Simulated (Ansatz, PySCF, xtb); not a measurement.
Energy difference R1 + R2 → P1 + P2, each structure at its B3LYP-D3(BJ)/def2-TZVP stationary point, reached from a drawn start (curvature not checked).
P1, H2 (SMILES [H][H]) (charge 0, multiplicity 1):
```xyz
2

H      0.00000     0.00000     0.37199
H      0.00000     0.00000    -0.37199
```
R1, H2O (SMILES O) (charge 0, multiplicity 1):
```xyz
3

O      0.00000     0.00000     0.38961
H      0.00000     0.76499    -0.19486
H      0.00000    -0.76499    -0.19486
```
P2, BHO2 (SMILES O=BO) (charge 0, multiplicity 1):
```xyz
4

B     -0.212    -0.064     0.461
O     -0.321    -0.096     1.668
O     -0.151    -0.045    -0.861
H      0.684     0.205    -1.268
```
R2: BHO (SMILES B=O), charge 0, multiplicity 1.

P less R. No zero-point or thermal terms.

Cores are frozen in the correlated methods.

Run with Ansatz (Gaussian basis) for Hartree–Fock, density functionals and correlated methods; PySCF for the D3/D4 terms; xtb for the GFN methods. No computed number here is a measurement.

```json
[
 {"level": "GFN1-xTB", "reaction energy (kcal/mol)": "-22.13"},
 {"level": "GFN2-xTB", "reaction energy (kcal/mol)": "-10.66"},
 {"level": "revPBE-D3(BJ)/def2-TZVPP", "reaction energy (kcal/mol)": "-15.23"},
 {"level": "B3LYP-D4/def2-TZVPP", "reaction energy (kcal/mol)": "-15.82"},
 {"level": "MP2/cc-pVDZ", "reaction energy (kcal/mol)": "-15.10"},
 {"level": "SCS-MP2/cc-pVTZ", "reaction energy (kcal/mol)": "-14.69"},
 {"level": "CCSD/cc-pVDZ", "reaction energy (kcal/mol)": "-13.31"},
 {"level": "CCSD/cc-pVTZ", "reaction energy (kcal/mol)": "-14.23"},
 {"level": "CCSD/cc-pVQZ", "reaction energy (kcal/mol)": "[?]"}
]
```

**Question.** Complete the blanks.

**Answer.** 
- CCSD/cc-pVQZ, reaction energy (kcal/mol): -13.71

Ansatz is a first-principles code.
